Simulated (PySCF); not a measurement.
Cs(I) anion (CsI), SMILES [Cs][I] (connectivity only; charge and spin as stated), charge -1, multiplicity 2.

Coordinates come from a B3LYP-D3(BJ)/def2-TZVPD optimisation. The spin state was assumed, not searched. The def2 effective core potentials stand for the cores of Cs, I; spin–orbit coupling is left out.

Two levels are set side by side: PBE/def2-TZVPD (PySCF) and CAM-B3LYP/def2-TZVPD (PySCF). Same geometry, gas phase. Differences are taken from unrounded values.

```json
[
 {"quantity": "α-spin orbital gap (eV)", "CAM-B3LYP": "2.47", "PBE": "0.81", "PBE minus CAM-B3LYP": "-1.66"},
 {"quantity": "β-spin orbital gap (eV)", "CAM-B3LYP": "5.50", "PBE": "2.74", "PBE minus CAM-B3LYP": "-2.76"}
]
```

Rough cost on one machine, each run with all the roots and properties that it gave: CAM-B3LYP against PBE about 1/2.
